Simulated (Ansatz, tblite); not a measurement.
Removing and adding an electron: Li7Sn2 (the lowest doublet isomer of a short search). Charge 0, multiplicity 2. Geometry: B3LYP-D4/def2-SVP. Ansatz, gas phase; energy differences of separate SCF runs; the oxidised species is a singlet (the triplet lies 0.32 eV higher at PBE0-D4/def2-TZVP); the reduced species is a singlet (the triplet lies 0.12 eV higher at PBE0-D4/def2-TZVPD).

Cartesian coordinates in Å:
```
Li 1.946 -0.749 -2.051
Li -0.565 -1.546 2.419
Li 1.374 0.066 0.776
Li -0.326 3.089 0.369
Li -2.479 1.468 -1.129
Li 1.790 -2.951 0.486
Li -0.580 -1.332 -0.566
Sn 0.176 1.220 -1.504
Sn -1.337 0.736 1.199
```

In the def2 sets Sn takes a core potential; there is no spin–orbit coupling. The xTB rows come from tblite. Another isomer (doublet) lies 0.02 eV lower at r2SCAN-D4/def2-TZVP.

```tsv
level	−HOMO (eV)	vertical IE (eV)	−LUMO (eV)	vertical EA (eV)	HOMO–LUMO gap (eV)	IE − EA (eV)	remarks
GFN1-xTB	–	10.96	–	7.33	–	3.62	–
GFN2-xTB	–	8.19	–	4.46	–	3.73	–
PBE-D4/def2-TZVP	2.89	4.62	2.43	–	0.46	–	restricted singlet, untested (+1 singlet)
PBE-D4/def2-TZVPD	2.89	–	2.42	0.91	0.46	–	HOMO above zero (-1 singlet), restricted singlet, untested (-1 singlet)
r2SCAN-D4/def2-TZVP	3.04	4.69	2.22	–	0.81	–	restricted singlet, untested (+1 singlet)
r2SCAN-D4/def2-TZVPD	3.02	–	2.21	0.82	0.82	–	HOMO above zero (-1 singlet), restricted singlet, untested (-1 singlet)
PBE0-D4/def2-TZVP	3.49	4.63	1.80	–	1.69	–	restricted singlet, untested (+1 singlet)
PBE0-D4/def2-TZVPD	3.48	–	1.80	0.84	1.68	–	HOMO above zero (-1 singlet), restricted singlet, untested (-1 singlet)
```

Relaxing the reduced species (B3LYP-D4/def2-SVPD) changes its energy by -0.16 eV at PBE-D4/def2-TZVPD, so the adiabatic electron affinity to this nearest minimum is 1.07 eV. At PBE0-D4/def2-TZVPD it is 0.98 eV. A triplet lies near this restricted singlet, and broken spin symmetry wasn't tried. The highest occupied level of the relaxed charge -1 singlet lies above zero (up to 0.29 eV). By energy differences its removal costs 1.07 eV (each at its own geometry, to the charge 0 doublet, at PBE-D4/def2-TZVPD); the vertical value is larger still, so the positive level points to self-interaction error.     A HOMO above zero means that the electron is unbound at that level or that self-interaction error raises the level; the energy of removing that electron tells which. HOMO and LUMO are the levels of the spin that leaves or enters (xTB has no such levels and no spin-polarisation term). Other spin states of the ions may lie lower, which would lower the ionisation energy or raise the affinity. Raw xTB energy differences between charge states are shifted by several eV; the methods need an empirical correction for them.
